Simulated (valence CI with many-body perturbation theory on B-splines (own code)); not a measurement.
S8+: one-electron terms

Computed by relativistic CI+MBPT: six valence electrons over a frozen Dirac-Fock core [He], radial functions for each j: 9 s, 9 p, 8 d, 6 f, 3 g, 1 h, with the one-electron correlation potential Σ1 (screened to all orders), the two-electron term Σ2, the three-electron term Σ3, Breit, model QED; selected single and double excitations, second order for the rest, scaled by the run's own slope (own B-spline code, finite nucleus).

No measured spectrum was set against this ion. As an estimate, levels of excited configurations hold to 0.05 to 0.15 % of their energy, terms of the ground configuration to about 0.5 %. Among the levels kept, up to 1200 cm⁻¹ of a level comes from second order outside the variational space, and about a tenth of that is noise between levels of different J, which matters for small intervals.

These are the spectroscopic orbitals of the CI (the correlating ones are not listed), shaped by the core and the other valence electrons. h is the expectation value of the core's Dirac-Fock operator, without the valence repulsion; Σ1 is computed up to l = 3 at one energy for each symmetry, that of its lowest orbital but kept below the first core excitation, so for empty shells it is not the orbital's own correlation shift; Breit and QED include the response of the core.

| Orbital | h (hartree) | Σ1 (cm⁻¹) | Breit (cm⁻¹) | QED (cm⁻¹) | ⟨r⟩ (bohr) |
| --- | --- | --- | --- | --- | --- |
| 2s1/2 | -25.701 | -911 | 710 | 486 | 0.4505 |
| 3s1/2 | -10.813 | -172 | 159 | 111 | 1.155 |
| 4s1/2 | -5.8741 | -59.7 | 57.6 | 40.5 | 2.209 |
| 5s1/2 | -3.688 | -28.0 | 27.4 | 19.3 | 3.590 |
| 2p1/2 | -24.54 | -1966 | 1255 | -37.6 | 0.4063 |
| 3p1/2 | -10.399 | -367 | 285 | -8.5 | 1.157 |
| 4p1/2 | -5.6909 | -130 | 107 | -3.2 | 2.254 |
| 5p1/2 | -3.593 | -62.1 | 51.7 | -1.5 | 3.678 |
| 2p3/2 | -24.465 | -1925 | 561 | -8.0 | 0.4081 |
| 3p3/2 | -10.379 | -360 | 125 | -1.8 | 1.159 |
| 4p3/2 | -5.6826 | -128 | 46.5 | -0.7 | 2.258 |
| 5p3/2 | -3.5889 | -61.0 | 22.5 | -0.3 | 3.683 |
| 3d3/2 | -9.9364 | -80.3 | 3.5 | -0.8 | 1.080 |
| 4d3/2 | -5.5163 | -35.1 | 1.9 | -0.3 | 2.225 |
| 5d3/2 | -3.5066 | -18.1 | 1.0 | -0.2 | 3.698 |
| 3d5/2 | -9.9316 | -79.9 | 1.0 | 0.6 | 1.081 |
| 4d5/2 | -5.5142 | -34.8 | 0.5 | 0.2 | 2.226 |
| 5d5/2 | -3.5055 | -18.0 | 0.3 | 0.1 | 3.699 |
| 4f5/2 | -5.3631 | -4.2 | 0.0 | -0.1 | 1.990 |
| 5f5/2 | -3.4338 | -2.4 | 0.0 | -0.1 | 3.484 |
| 4f7/2 | -5.3624 | -4.2 | 0.0 | 0.1 | 1.990 |
| 5f7/2 | -3.4335 | -2.4 | 0.0 | 0.0 | 3.484 |
| 5g7/2 | -3.4209 |  | 0.0 | 0.0 | 3.054 |
| 5g9/2 | -3.4207 |  | 0.0 | 0.0 | 3.055 |

Among the shells of the start configuration 2s2 2p4, Σ1 is largest in size for 2p1/2, where it is 0.037 % of h.

Lowest root of each symmetry, sizes in configuration state functions:

```tsv
J	Parity	Roots	Reference	Variational	Second order	Change by selected CI (cm⁻¹)	Change by second order (cm⁻¹)
0	even	7	25	78547	1644889	-40586	-71
1	even	11	57	97938	4498446	-40468	-186
2	even	12	68	95847	7032612	-40389	-275
3	even	6	50	94276	6626582	-51058	-438
4	even	2	28	89876	6262776	-52420	-814
0	odd	4	23	73848	2048382	-45725	-125
1	odd	9	58	101141	5839003	-45661	-195
2	odd	8	62	96446	8456050	-45434	-413
3	odd	4	46	95921	8098624	-53577	-734
4	odd	2	27	85871	5610484	-54280	-524
5	odd	1	12	90341	4119463	-55991	-247
```
